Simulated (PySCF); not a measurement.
C$_{3}$H$_{2}$F$_{3}$, doublet, at a GFN2-xTB geometry. Base run: PySCF with PBE0/6-31G.

PySCF was given this input:
```python
from pyscf import gto, scf, dft, solvent

mol = gto.Mole()
mol.atom = '''
    F     2.63744379   -0.20221248    0.17938855
    C     1.42188433    0.31945313    0.00573054
    C     0.31576277   -0.48400084    0.11910835
    C    -0.96948281   -0.05115381   -0.03929533
    F    -2.03351177   -0.83329032    0.07173367
    F    -1.32467946    1.19685039   -0.32267118
    H     1.42728995    1.37272231   -0.21763941
    H     0.45045130   -1.53064156    0.34831875
'''
mol.basis = '6-31g'
mol.spin = 1
mol.verbose = 3
mol.build()

mf = dft.UKS(mol)
mf.xc = 'pbe0'
mf.kernel()
```

Variants of this job, named by their change:

```json
[
 {"change": "base", "ΔE vs base (kJ/mol)": "0.00", "dipole (D)": "0.23"},
 {"change": "model = COSMO; solvent = chloroform", "ΔE vs base (kJ/mol)": "-9.01", "dipole (D)": "0.27"},
 {"change": "model = IEF-PCM; solvent = toluene", "ΔE vs base (kJ/mol)": "-6.12", "dipole (D)": "0.26"},
 {"change": "model = IEF-PCM; solvent = chloroform", "ΔE vs base (kJ/mol)": "-9.17", "dipole (D)": "0.27"},
 {"change": "model = IEF-PCM; solvent = chloroform; vdw_scale = 1.4", "ΔE vs base (kJ/mol)": "-4.84", "dipole (D)": "0.27"},
 {"change": "model = IEF-PCM; solvent = chloroform; lebedev_order = 11", "ΔE vs base (kJ/mol)": "-8.92", "dipole (D)": "0.28"},
 {"change": "model = IEF-PCM; solvent = chloroform; vdw_scale = 1.1", "ΔE vs base (kJ/mol)": "-13.33", "dipole (D)": "0.27"},
 {"change": "model = IEF-PCM; solvent = chloroform; vdw_scale = 1.0", "ΔE vs base (kJ/mol)": "-20.43", "dipole (D)": "0.27"},
 {"change": "model = ddCOSMO; solvent = chloroform", "ΔE vs base (kJ/mol)": "-6.87", "dipole (D)": "0.26"},
 {"change": "model = IEF-PCM; solvent = n-hexane", "ΔE vs base (kJ/mol)": "-4.73", "dipole (D)": "0.25"},
 {"change": "model = IEF-PCM; solvent = chloroform; r_probe = 0.5", "ΔE vs base (kJ/mol)": "-3.16", "dipole (D)": "0.26"},
 {"change": "model = IEF-PCM; solvent = methanol", "ΔE vs base (kJ/mol)": "-12.37", "dipole (D)": "0.29"}
]
```

The base is the gas phase, so ΔE is the electrostatic part of solvation at a fixed geometry, without cavity and dispersion terms.

Open shells are given as the SCF converged; they aren't shown to be the lowest states, and a large step between rows can be another state.
